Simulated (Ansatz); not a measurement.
Two isomers of CH8OSiSn: A = `[OH][SnH2][CH2][SiH3]`, B = `C[SiH](O)[SnH3]`.

Calculated with Ansatz (gas phase, PBE0-D4/def2-TZVP geometries, no zero-point term in ΔE). CBS: MP2 limit from def2 TZ/QZ plus the TZ coupled-cluster correction, frozen cores. Functionals use def2-TZVPP. B3LYP here is the variant with VWN-RPA as its local correlation; programs differ in this. Elements past krypton have def2 core potentials. For Sn outer-core shells are correlated without core-valence functions, which leaves a few kJ/mol of doubt a bond. Each species was taken in one conformer, which may not be the lowest.

(1) Which isomer does CCSD(T)/CBS put lower? Give the gap. (An estimate is asked.)

(2) Give E(B) − E(A) in kJ/mol with B3LYP-D4, HF/def2-TZVPP, CCSD(T)/def2-TZVPP, B2PLYP, PBE-D4, r2SCAN-D4, CCSD/def2-TZVPP. (Estimate.)

Largest T1 diagnostic: 0.013.

Answers

(1) The calculation gave: B, by 94.2 kJ/mol.

(2) Ansatz gave: B3LYP-D4 -105.8, HF/def2-TZVPP -104.9, CCSD(T)/def2-TZVPP -96.6, B2PLYP -101.3, PBE-D4 -107.2, r2SCAN-D4 -107.9, CCSD/def2-TZVPP -99.4. None reverses the order clearly.

In def2-TZVPP, CCSD(T) changes the Hartree–Fock value by +8.4 kJ/mol (the triples alone add +2.8 kJ/mol) and MP2 by +10.9 kJ/mol. From PBE to PBE0 (25 % exact exchange), in def2-TZVPP and without D4, E(B) − E(A) moves by −3.5 kJ/mol.
